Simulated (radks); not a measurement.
Results of a calculation; reference values are marked as such.
Spherical quantum dot in the effective-mass picture: electrons in a hard-walled sphere of radius 7.38, with a point charge +1 (a donor) at the centre, all in effective atomic units (hartree* = m*/eps^2 hartree, bohr* = eps/m* bohr), one dielectric constant everywhere. Level of theory: non-relativistic Kohn-Sham, PBE, spin-polarised, spherical densities (a radial shooting solver with Libxc functionals). Levels are named by radial order and angular momentum (1s, 1p, 1d, 2s, ...), and open shells are averaged over m.

N = 6, configuration 1s2 1p(up 3, down 1). This is the lowest configuration that the search found. Occupied levels:

| level | occupation | eigenvalue (hartree*) | <r> (bohr*) |
|---|---|---|---|
| 1s down | 1 | 0.83520 | 2.578 |
| 1s up | 1 | 0.83638 | 3.329 |
| 1p up | 3 | 0.93272 | 4.825 |
| 1p down | 1 | 0.96589 | 4.769 |

Energy (hartree*): total 1.92435, kinetic 1.2412, external -2.0651, Hartree 3.8294, exchange-correlation -1.0812.
